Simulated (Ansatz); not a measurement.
Name a neutral molecule of Al, C, Cl and H with LUMO energy (ωB97M-V/def2-TZVPP) between 0.45 and 0.75 eV and LUMO energy (PBE/def2-TZVPP) between -1.95 and -1.65 eV (Ansatz, PBE0-D4/def2-TZVP geometry).

`CC(C)(C)[CH2][AlH][Cl]` (0.63 eV, -1.81 eV); `[CH3][AlH][Cl]` (0.49 eV, -1.90 eV). Other molecules can fit too; these were computed, each in one conformer that needn't be the lowest.
